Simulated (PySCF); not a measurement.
# Electron correlation in Al⁺ (aluminium, charge +1)

[Ne] 3s1 3p1, high-spin 3P determinant (an excited configuration). Computed with PySCF 2.14 in x2c-QZVPPall with one added diffuse shell each of s, p, d, f type (10s7p5d3f1g, 86 functions), with scalar relativity by spin-free X2C-1e. Frozen: [Ne]; 2 electrons correlated.

With two correlated electrons CCSD is exact within the correlated space (frozen core and kept virtual orbitals).

```
level  correlation energy (mhartree)
 CCSD                          -4.66
```

Diagnostics: T1 = 0.0042, D1 = 0.0077, largest double amplitude 0.034.

Cost of the coupled-cluster step: of the order of 15 core-seconds, for 2 correlated electrons.
